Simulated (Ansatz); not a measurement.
Reaction (formal hydrolysis of a B–Sn bond): `[CH3][SnH2][B](N)F` + H₂O → `NB(O)F` + `[CH3][SnH3]`

Isolated molecules relaxed with PBE0-D4/def2-TZVP in Ansatz; ΔE leaves out vibrations. CCSD(T)/CBS is the MP2 limit (def2-TZVPP, def2-QZVPP) plus CCSD(T) − MP2 in def2-TZVPP, frozen cores. This one scheme is used for every species. Functionals use def2-TZVPP. B3LYP here is the variant with VWN-RPA as its local correlation; programs differ in this. def2 core potentials past Kr. For Sn outer-core shells are correlated without core-valence functions, which leaves a few kJ/mol of doubt a bond. One conformer a species, not always the lowest.

| level | ΔE (kJ/mol) | difference from CCSD(T)/CBS |
| --- | --- | --- |
| r2SCAN-D4 | -126.7 | -12.6 |
| PBE0-D4 | -118.6 | -4.5 |
| B3LYP-D4 | -123.6 | -9.5 |
| ωB97X-V | -124.3 | -10.2 |
| ωB97M-V | -124.8 | -10.7 |
| B2PLYP | -127.0 | -12.9 |
| PBE | -114.0 | 0.1 |
| r2SCAN | -127.8 | -13.7 |
| PBE0 | -121.8 | -7.7 |
| B3LYP | -128.9 | -14.8 |
| HF/def2-TZVPP | -153.1 | -39.0 |
| MP2/def2-TZVPP | -119.3 | -5.2 |
| CCSD(T)/def2-TZVPP | -121.7 | -7.6 |
| MP2/def2-QZVPP | -114.8 | -0.7 |
| SCS-MP2/def2-QZVPP | -119.9 | -5.8 |
| CCSD/CBS(def2) | -118.4 | -4.3 |
| CCSD(T)/CBS | -114.1 | 0 |

Largest T1 diagnostic among the species: 0.013.

In def2-TZVPP, CCSD(T) changes the Hartree–Fock value by +31.4 kJ/mol (the triples alone add +4.3 kJ/mol) and MP2 by +33.9 kJ/mol. The D4 term adds +5.3 kJ/mol with B3LYP and +3.2 kJ/mol with PBE0; it sums over pairs of atoms, weighted by their polarisabilities, and B3LYP, whose exchange is more repulsive, gets the larger term.
